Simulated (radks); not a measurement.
The numbers below are computed, except where a source is named.
The nuclear charge of the lanthanum ion La2+ is varied continuously with 55 electrons held in [Xe] 5d1. Code: a radial shooting solver on a logarithmic mesh with Libxc functionals. Model: scalar-relativistic Kohn-Sham, BLYP, spin-polarised, spherical densities, finite nucleus; open shells are filled with parallel spins first (spin-orbit coupling, left out, can overturn this in heavy ions); Fermi nuclear charge, rms radius 4.855 fm. By the Hellmann-Feynman theorem dE/dZ = E(electron-nucleus)/Z, the electronic potential at the nucleus (averaged over a nucleus of fixed radius). The scalar-relativistic energy here is not variational (the density holds large components alone), so the two differ by a part that grows with Z.

| Z | E (hartree) | E(electron-nucleus)/Z (hartree) | HOMO | e(HOMO) (eV) | <r> HOMO (bohr) |
|---|---|---|---|---|---|
| 56 | -8135.7253 | -351.371 | 5d | -6.041 | 3.274 |
| 56.2 | -8206.4789 | -353.119 | 5d | -7.611 | 3.087 |
| 56.4 | -8277.5861 | -354.866 | 5d | -9.286 | 2.935 |
| 56.6 | -8349.0469 | -356.615 | 5d | -11.055 | 2.808 |
| 56.8 | -8420.8616 | -358.363 | 5d | -12.912 | 2.699 |
| 57 | -8493.0302 | -360.113 | 5d | -14.851 | 2.604 |
| 57.2 | -8565.5531 | -361.864 | 5d | -16.868 | 2.519 |
| 57.4 | -8638.4305 | -363.616 | 5d | -18.960 | 2.444 |
| 57.6 | -8711.6627 | -365.369 | 5d | -21.123 | 2.375 |
| 57.8 | -8785.2499 | -367.124 | 5d | -23.355 | 2.312 |
| 58 | -8859.1926 | -368.880 | 5d | -25.655 | 2.255 |

The central difference of E at Z = 57 is -361.729 hartree, to compare with the third column; the second derivative is -8.86 hartree.
